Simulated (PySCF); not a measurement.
H3Si2, SMILES [Si][SiH3] (connectivity only; charge and spin as stated), neutral, multiplicity 2. Atoms are numbered in the order given.

```xyz
5

Si    -1.3577    -0.0108     0.0000
Si     1.0243    -0.0088     0.0000
H      1.6795    -0.5923     1.2009
H      1.3091     1.4591     0.0000
H      1.6795    -0.5923    -1.2009
```
Charge 0, spin multiplicity 2.

Geometry: B3LYP-D3(BJ)/def2-TZVP. The isomer is the one that the SMILES or the coordinates give; other isomers of the formula were not compared.

Level of theory: B3LYP-D3(BJ)/def2-TZVP run with PySCF.

Frequencies are harmonic and unscaled.

```csv
mode,ν (cm⁻¹),IR (km/mol),moving atoms (share of kinetic energy)
1,275,21.4,"H 75 %, Si 25 %"
2,393,8.7,"H 90 %, Si 10 %"
3,414,12.7,"Si 80 %, H 20 %"
4,865,241.5,"H 91 %, Si 9 %"
5,908,41.5,H 97 %
6,953,67.6,H 97 %
7,2148,63.3,H 97 %
8,2186,108.3,H 97 %
9,2189,102.0,H 96 %
```
